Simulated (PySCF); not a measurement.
# Computed vibrations of [Gd(H2O)4]3+

[Gd(H2O)4]3+ (singlet in the valence; each metal's 4f electrons, 7 of them, lie in its core potential, out of spins and levels). PySCF 2.14.0, RKS B3LYP, Gd lcecp-1-SVP with ECP53, O def2-SVP, H def2-SVP; non-relativistic Hamiltonian with scalar-relativistic core potentials where named; density fitting; no spin-orbit coupling. Central differences of gradients.

```xyz
13

Gd    0.0000    0.0000    0.0000
O     1.3850    1.2814    1.3470
H     1.3161    1.4440    2.3189
H     2.1914    1.7893    1.0874
O    -1.3850   -1.3470    1.2814
H    -2.1897   -1.0879    1.7905
H    -1.3176   -2.3185    1.4429
O     1.3850   -1.2814   -1.3470
H     2.1914   -1.7893   -1.0874
H     1.3161   -1.4440   -2.3189
O    -1.3850    1.3470   -1.2814
H    -1.3176    2.3185   -1.4429
H    -2.1897    1.0879   -1.7905
```

Run from Python with OMP_NUM_THREADS=2. Where DIIS fails, smearing, a level shift and second-order steps follow.
It took 4 min on 2 threads of Arm Neoverse V2 (shared host).

(1) What are the harmonic wavenumbers and infrared intensities?

(2) Is this a minimum?

An lcecp potential fixes the number of 4f electrons, so in runs with it no electron can move into or out of that shell.

## Answers

(1) Negative numbers are unstable modes, those under 60 cm⁻¹ near the noise; a finer grid moves soft modes by up to 10 cm⁻¹.
| cm⁻¹ | km/mol | symmetry |
| --- | --- | --- |
| -20 | – |  |
| 43 | 2.0 |  |
| 43 | 6.5 |  |
| 56 | 4.6 |  |
| 62 | 0.1 |  |
| 77 | 5.5 |  |
| 123 | 1.4 |  |
| 147 | 0.1 |  |
| 192 | 0.4 |  |
| 380 | 0.0 |  |
| 382 | 9.4 |  |
| 382 | 9.5 |  |
| 384 | 12.4 |  |
| 596 | 11.2 |  |
| 597 | 1.4 |  |
| 603 | 2.4 |  |
| 618 | 41.0 |  |
| 645 | 17.4 |  |
| 648 | 592.3 |  |
| 654 | 585.8 |  |
| 662 | 501.9 |  |
| 1664 | 169.6 |  |
| 1664 | 191.3 |  |
| 1665 | 169.7 |  |
| 1668 | 1.5 |  |
| 3563 | 597.2 |  |
| 3567 | 611.0 |  |
| 3573 | 601.0 |  |
| 3588 | 35.8 |  |
| 3600 | 525.6 |  |
| 3601 | 186.8 |  |
| 3610 | 504.0 |  |
| 3611 | 315.9 |  |

(2) Yes, within the noise of the softest modes.
